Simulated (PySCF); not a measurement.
## `N#C[C@@H](F)/C=N/[SiH3]`: 4 charge schemes on one density

Compound: C3H5FN2Si.
Atom-mapped SMILES: `[N:1]#[C:2][C@@H:3]([F:4])/[CH:5]=[N:6]/[SiH3:7]` (hydrogens: H8 on C3; H9 on C5; H10, H11, H12 on Si7)

Structure used (GFN2-xTB), in Å, numbered top down from 1:
```xyz
12
C3H5FN2Si angstrom
N     -2.2676    1.2480    2.0821
C     -2.0402    0.5313    1.2235
C     -1.7261   -0.3618    0.1199
F     -2.7060   -0.2919   -0.8432
C     -0.3901    0.0591   -0.4644
N      0.6758   -0.3395    0.0332
Si     2.3489   -0.0705   -0.3031
H     -1.6911   -1.3957    0.4902
H     -0.4909    0.7356   -1.3209
H      2.6384    0.8134   -1.4359
H      2.8249    0.4967    0.9522
H      2.8252   -1.4254   -0.5596
```

Density: PBE0/pcSseg-1 (PySCF); schemes: Mulliken, IAO, Hirshfeld and ESP-fitted. Geometry: GFN2-xTB, one conformer, isolated molecule.

What partial charge does each atom carry?

In e; atoms taken as equivalent share a row and are averaged (×n: the atom named and its like, n in all):

| atom | environment | Mulliken | IAO | Hirshfeld | ESP-fitted |
| --- | --- | --- | --- | --- | --- |
| N1 | nitrile nitrogen | -0.224 | -0.200 | -0.192 | -0.427 |
| C2 | nitrile carbon | +0.086 | +0.127 | +0.079 | +0.399 |
| C3 | sp3 C–F carbon | +0.254 | +0.129 | +0.087 | -0.133 |
| F4 | alkyl fluorine | -0.308 | -0.301 | -0.097 | -0.179 |
| C5 | C=N carbon | +0.100 | +0.058 | +0.065 | +0.527 |
| N6 | C=N nitrogen | -0.520 | -0.516 | -0.220 | -0.651 |
| Si7 | SiH3 silicon | +0.617 | +0.761 | +0.365 | +0.535 |
| H8 | methine hydrogen | +0.169 | +0.195 | +0.074 | +0.180 |
| H9 | hydrogen on a C=N carbon | +0.110 | +0.122 | +0.051 | +0.007 |
| H10/H11/H12 | Si–H hydrogen | -0.094 | -0.125 | -0.071 | -0.086 |

Mean size of the charges over all atoms: ESP-fitted 0.275 e, IAO 0.232 e, Mulliken 0.223 e, Hirshfeld 0.120 e. Each set sums to the total charge, 0, to within 0.001 e. The IAO scheme counts the electrons in orthogonalised intrinsic atomic orbitals, a minimal basis polarised so that it spans the occupied orbitals exactly.

Some averages cover members that differ in this geometry: H10/H11/H12, ESP-fitted -0.111 to -0.071; H10/H11/H12, IAO -0.147 to -0.112; H10/H11/H12, Mulliken -0.115 to -0.081 e.

Lowest charge. All schemes agree: Mulliken N6 (-0.520); IAO N6 (-0.516); Hirshfeld N6 (-0.220); ESP-fitted N6 (-0.651).

Highest charge. All schemes agree: Mulliken Si7 (+0.617); IAO Si7 (+0.761); Hirshfeld Si7 (+0.365); ESP-fitted Si7 (+0.535).

Sum the charges by element, for elements with more than one atom.

| element | atoms | Mulliken | IAO | Hirshfeld | ESP-fitted |
| --- | --- | --- | --- | --- | --- |
| N | 2 | -0.744 | -0.716 | -0.412 | -1.078 |
| C | 3 | +0.439 | +0.314 | +0.231 | +0.793 |
| H | 5 | -0.004 | -0.058 | -0.087 | -0.071 |

How closely do the schemes follow one another over all atoms?

Correlation coefficient and root-mean-square difference: Mulliken with IAO 0.98, 0.060 e; IAO with Hirshfeld 0.97, 0.163 e; Mulliken with Hirshfeld 0.96, 0.142 e; Hirshfeld with ESP-fitted 0.84, 0.234 e; IAO with ESP-fitted 0.80, 0.207 e; Mulliken with ESP-fitted 0.80, 0.209 e.

How many electrons does the Mulliken scheme count on F4?

Z − q = 9 − (-0.308) = 9.308.

The run behind these numbers computed NMR shieldings as well. The run took 29 s of wall time on Arm Neoverse N1, one thread (shared host), and the process peaked at 0.71 GiB of memory.
